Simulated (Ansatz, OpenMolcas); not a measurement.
# Worked example: vertical ionisation energy of AsH3 (SMILES [AsH3])

AsH3 has 4 atoms, charge 0, and is taken as a singlet. SMILES: `[AsH3]`. The coordinates come from a PBE0-D4/def2-TZVP relaxation.

Both states at this one shape; open shells run unrestricted unless said. 1 Eh = 27.2114 eV.

```tsv
level	program	singlet AsH3 (Eh)	doublet [AsH3]+ (Eh)
HF/cc-pVTZ, open shells restricted	OpenMolcas	-2235.973386	-2235.624972
CCSDT(Q)/STO-3G, 9 core orbitals frozen	Ansatz	-2211.068546	-2210.796696
CCSDTQ/STO-3G, 9 core orbitals frozen	Ansatz	-2211.068545	-2210.796694
```

Task: Work out the vertical ionisation energy at each level.

Result: 
1. HF/cc-pVTZ, open shells restricted: -2235.624972 − (-2235.973386) = 0.348414 Eh = 9.48 eV.
2. CCSDT(Q)/STO-3G: -2210.796696 − (-2211.068546) = 0.271850 Eh = 7.40 eV.
3. CCSDTQ/STO-3G: -2210.796694 − (-2211.068545) = 0.271851 Eh = 7.40 eV.

No measured value is set beside it here; the levels span 7.40 to 9.48 eV. Minimal sets are far from the basis-set limit. All-electron rows are non-relativistic unless named.
